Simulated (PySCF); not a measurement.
Compound: C₄H₁₀OSi₂.
SMILES: `[SiH3]O[SiH]1CC=CC1`

The closed-shell ground state was solved at several levels (PySCF, density fitting, gas phase, non-relativistic). Isolated species at its GFN2-xTB geometry, gas phase.

```json
{"level": "PBE0/pcSseg-1", "basis functions": "183", "total energy (Eh)": "-812.1472", "HOMO (eV)": "-7.05", "LUMO (eV)": "0.37", "gap (eV)": "7.42", "dipole (D)": "0.39"}
{"level": "B3LYP/def2-SVPD", "basis functions": "231", "total energy (Eh)": "-812.4169", "HOMO (eV)": "-6.86", "LUMO (eV)": "-0.10", "gap (eV)": "6.76", "dipole (D)": "0.32"}
```

**Question.** Estimate the row for PBE0/def2-SVPD, a basis of 231 functions; the other rows only guide the guess.

**Answer.** Total energy -811.8555 Eh, HOMO -7.08 eV, LUMO 0.12 eV, gap 7.20 eV, dipole 0.35 D.

**Question.** Over all these levels, which gives the widest orbital gap and which the narrowest?

**Answer.** PBE0/pcSseg-1 (global hybrid, 25 % exact exchange) has the widest, 7.42 eV, and B3LYP/def2-SVPD (global hybrid, 20 % exact exchange) the narrowest, 6.76 eV. Functional and basis both differ between the two, so the spread mixes both effects.

**Question.** How far do the dipole and the HOMO energy spread over the levels?

**Answer.** The dipole runs from 0.32 to 0.39 D (mean 0.35 D) and the HOMO from -7.08 to -6.86 eV.
